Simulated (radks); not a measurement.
The mean radii <r> (bohr) of the occupied orbitals of an atom or ion are listed with their occupations. Calculated with a radial shooting solver on a logarithmic mesh with Libxc functionals: Dirac Kohn-Sham, LDA (Slater exchange, Perdew-Wang correlation), spin-unpolarised, spherical densities, point nucleus.

| orbital | occ. | <r> |
|---|---|---|
| 1s1/2 | 2 | 0.03112 |
| 2s1/2 | 2 | 0.1326 |
| 2p1/2 | 2 | 0.1122 |
| 2p3/2 | 4 | 0.1170 |
| 3s1/2 | 2 | 0.3228 |
| 3p1/2 | 1 | 0.3075 |

Name the element and its charge. Open shells, if any, fill j = l - 1/2 first.

Answer. Z = 47, silver, charge +34: Ag34+ in [Ne] 3s2 3p1. The 1s radius gives Z: for a bare nucleus <r> = (2 gamma + 1)/(2Z) with gamma = sqrt(1 - (Z/c)^2), 0.03062 bohr for Z = 47, and screening makes it slightly larger (0.03112 here). The occupations add up to 13, and the charge is Z minus that.
